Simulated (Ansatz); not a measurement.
Consider the ligand exchange at a Ge–C bond: `O=C[CH](Cl)[GeH3]` + `CC(O)=S` → `CC(=S)[O][GeH3]` + `O=CCCl`.

Isolated molecules relaxed with PBE0-D4/def2-TZVP in Ansatz; ΔE leaves out vibrations. CBS: MP2 limit from def2 TZ/QZ plus the TZ coupled-cluster correction, frozen cores. Functionals use def2-TZVPP. B3LYP here is the variant with VWN-RPA as its local correlation; programs differ in this. For Ge outer-core shells are correlated without core-valence functions, which leaves a few kJ/mol of doubt a bond. Scalar relativity is left out up to krypton. One conformer a species, not always the lowest.

```tsv
level	ΔE (kcal/mol)	difference from CCSD(T)/CBS
B3LYP-D4	-3.5	-1.0
BHLYP-D4	-4.5	-2.0
ωB97M-V	-2.5	0.0
PBE	-0.7	1.8
RPA@PBE/def2-TZVPP	-3.6	-1.1
MP2/def2-SVP	-2.1	0.4
CCSD(T)/def2-SVP	-2.9	-0.4
MP2/def2-TZVPP	-2.2	0.3
HF/CBS(def2)	-8.1	-5.6
CCSD/CBS(def2)	-3.0	-0.5
CCSD(T)/CBS	-2.5	0
```

Largest T1 diagnostic among the species: 0.017.

From BLYP to BHLYP (50 % exact exchange), in def2-TZVPP and without D4, ΔE moves by −1.3 kcal/mol. In def2-TZVPP, CCSD(T) changes the Hartree–Fock value by +4.5 kcal/mol (the triples alone add +0.5 kcal/mol) and MP2 by +5.4 kcal/mol. Leaving LDA and LC-ωPBE aside and taking each functional with its dispersion term where it has one, the values, not all of them listed here, spread over 3.9 kcal/mol, from BHLYP-D4 to PBE-D4. LDA lies +2.0 kcal/mol from PBE without D4.

CCSD(T)/CBS has its own doubt, a few kJ/mol and more with outer-core shells, so smaller differences from it don't rank the levels.
